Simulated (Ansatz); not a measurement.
This geometry of a periodic cell of 13 atoms, Ti₁₂B (host Ti, host structure hcp, interstitial B) is a first-order saddle point.

Method: Ansatz 0.2.0, DFT PBE, scalar-relativistic, plane waves, PAW. Settings: cutoff 420 eV, k mesh 4x3x5, fermi-dirac smearing 0.1 eV, no spin polarisation.

```xyz
13
Lattice="5.9000 0.0000 0.0000 -4.4250 7.6643 0.0000 0.0000 0.0000 4.6846" Properties=species:S:1:pos:R:3
Ti -0.140 -0.065 -0.004
Ti -0.194 1.543 2.338
Ti -1.539 2.621 -0.004
Ti -0.910 4.136 2.338
Ti -2.012 5.613 -0.004
Ti -3.020 7.025 2.338
Ti 2.918 0.276 -0.004
Ti 2.931 1.771 2.338
Ti 1.159 2.295 -0.004
Ti 2.116 4.346 2.338
Ti 0.652 4.997 -0.004
Ti -0.161 6.659 2.338
B -3.315 3.906 4.680
```

Q: Which two structures does it join? (They come from a converged band through this point; their orientation in space is the band's.)

A: The atom that moves furthest is B13, by 2.24 Å.

Image 0:

```xyz
13
Lattice="5.9000 0.0000 0.0000 -4.4250 7.6643 0.0000 0.0000 0.0000 4.6846" Properties=species:S:1:pos:R:3
Ti 0.102 0.062 0.083
Ti 0.110 1.734 2.449
Ti -1.319 2.592 0.143
Ti -1.334 4.364 2.283
Ti -2.851 5.256 0.110
Ti -2.852 6.921 2.398
Ti 3.072 0.022 0.036
Ti 3.073 1.688 2.325
Ti 1.555 2.581 0.154
Ti 1.539 4.355 2.291
Ti 0.112 5.211 -0.015
Ti 0.119 6.883 2.351
B -2.841 3.472 3.559
```

Image 6:

```xyz
13
Lattice="5.9000 0.0000 0.0000 -4.4250 7.6643 0.0000 0.0000 0.0000 4.6846" Properties=species:S:1:pos:R:3
Ti 0.100 0.060 -0.090
Ti 0.109 1.731 2.231
Ti -1.319 2.588 -0.152
Ti -1.333 4.364 2.392
Ti -2.854 5.255 -0.118
Ti -2.852 6.920 2.281
Ti 3.074 0.019 -0.047
Ti 3.073 1.684 2.350
Ti 1.554 2.575 -0.159
Ti 1.539 4.350 2.385
Ti 0.112 5.208 0.003
Ti 0.121 6.878 2.323
B -2.839 3.470 5.801
```

Q: How far does it lie above each of them?

A: 0.71 eV above the first and 0.71 eV above the second. This is the barrier of this one path; another mechanism may lie lower. Limits of this set-up: coarse k mesh, odd electron count without spin.

Time of the run: 43 min on 4 threads of Arm Neoverse V2, on a shared host, peak memory 3.3 GiB.
